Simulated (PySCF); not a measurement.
A structure optimised at B3LYP-D3(BJ)/def2-SVP, used in a PySCF frequency run:

```xyz
8

F     -1.3059     1.6182    -0.1594
Sn    -0.0854     0.0996    -0.0310
S     -1.0123    -1.6810    -1.3757
S      2.0838     0.6592    -0.9348
S     -0.0368    -0.2250     2.3737
H     -2.2477    -1.5032    -0.8476
H      2.5298     1.0320     0.2888
H     -0.8154     0.8731     2.5333
```
Charge 0, spin multiplicity 1.

Q: Write its SMILES and formula.

A: [F][Sn]([SH])([SH])[SH], FH3S3Sn

Q: What are its rotational constants (standard atomic weights)?

A: 1.3717, 1.2675, 0.92794 GHz
